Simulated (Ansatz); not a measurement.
`[GeH3][NH][GeH3]` + `C[SiH2]N` → `C[SiH2][NH][GeH3]` + `[NH2][GeH3]` at 700 K and 1 bar (ligand exchange at a Ge–N bond).

Computed with Ansatz on PBE0-D4/def2-TZVP structures; ΔE is electronic, products minus reactants. CBS: MP2 limit from def2 TZ/QZ plus the TZ coupled-cluster correction, frozen cores. For Ge outer-core shells are correlated without core-valence functions, which leaves a few kJ/mol of doubt a bond. Scalar relativity is left out up to krypton. One conformer a species, not always the lowest.

```tsv
species	CCSD(T)/CBS energy (Eh)	H − E (kJ/mol)	S (J/(mol·K))
`[GeH3][NH][GeH3]`	-4211.13400	239.6	466.3
`C[SiH2]N`	-386.08232	275.5	406.6
`C[SiH2][NH][GeH3]`	-2463.39859	337.4	522.6
`[NH2][GeH3]`	-2133.81884	177.8	349.1
```

H − E and S are ideal-gas, rigid-rotor, harmonic terms from PBE0-D4/def2-TZVP, for one conformer and one mirror image of each species. 1 Eh = 2625.50 kJ/mol, R = 8.31446 J/(mol·K).

By hand: ΔE, ΔH, ΔS and ΔG.

ΔE = (-2463.39859) + (-2133.81884) − (-4211.13400) − (-386.08232) = -0.00111 Eh = -2.9 kJ/mol. Δ(H − E) = 337.4 + 177.8 − 239.6 − 275.5 = 0.1, so ΔH = -2.8 kJ/mol. ΔS = 522.6 + 349.1 − 466.3 − 406.6 = -1.2 J/(mol·K). ΔG = -2.8 − 700 × (-1.2)/1000 = -2.0 kJ/mol.

By hand: the equilibrium constant, and the temperature at which ΔG would vanish if ΔH and ΔS stayed fixed.

log₁₀ K = −ΔG/(RT ln 10) = 0.1. ΔG = 0 at ΔH/ΔS = 2333 K, though so small a ΔH makes that figure unsure.

The number of gas molecules stays the same, so ΔS is small and ΔH decides. The sign of ΔG lies within the doubt. A doubt of 5 kJ/mol in ΔE shifts log₁₀ K by 0.4 here. Other conformers and mirror images would add mixing entropy, several J/(mol·K) or more a flexible species. Modes under 60 cm⁻¹, often nearly free rotors, make the harmonic entropy too high. These are equilibria of isolated gas molecules and say nothing of rates. Largest T1 diagnostic: 0.011 (customary marks: 0.02 for closed shells, 0.045 for open ones).
